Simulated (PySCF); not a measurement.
Species: C₃H₈O₂Si.
Atom-mapped SMILES: `[OH:1][SiH2:2][O:3][CH:4]1[CH2:5][CH2:6]1` (hydrogens: H7 on O1; H8, H9 on Si2; H10 on C4; H11, H12 on C5; H13, H14 on C6)

Jobs on this species (14 atoms, 56 electrons) with PySCF (density fitting). Hardware of each: an Arm Neoverse N1 with one thread (shared host). Times come from a shared host and carry two figures at best. Peak memory is the resident size of the whole Python process, interpreter and libraries included.

```csv
level and settings,work,basis functions,SCF cycles,wall time,peak memory
BLYP/pcSseg-1,"shieldings, ring-centre shieldings",149,?,?,?
"PBE0-D3(BJ)/def2-SVP, grid level 1",geometry optimisation from a GFN2-xTB start shaken at random,128,116,3.0 min,0.49 GiB
B97-D/pcSseg-1,"shieldings, ring-centre shieldings",149,14,31 s,0.79 GiB
KT3/pcSseg-1,"shieldings, ring-centre shieldings",149,16,34 s,0.80 GiB
LDA/pcSseg-1,"shieldings, ring-centre shieldings",149,15,26 s,0.82 GiB
B3LYP/pcSseg-1,"shieldings, ring-centre shieldings",149,13,23 s,0.86 GiB
PBE/pcSseg-1,"shieldings, ring-centre shieldings",149,15,32 s,0.79 GiB
KT2/pcSseg-1,"shieldings, ring-centre shieldings",149,16,34 s,0.79 GiB
HF/pcSseg-1,"shieldings, ring-centre shieldings",149,10,12 s,0.82 GiB
```

Question: Fill in the missing figures.

Answer: 
- BLYP/pcSseg-1; shieldings, ring-centre shieldings: 32 s, 0.80 GiB, 15 SCF cycles

Question: What do all jobs in the table cost together?

Answer: About 6.7 min; the longest takes about 45 % of that, and about 15 times as long as the shortest.
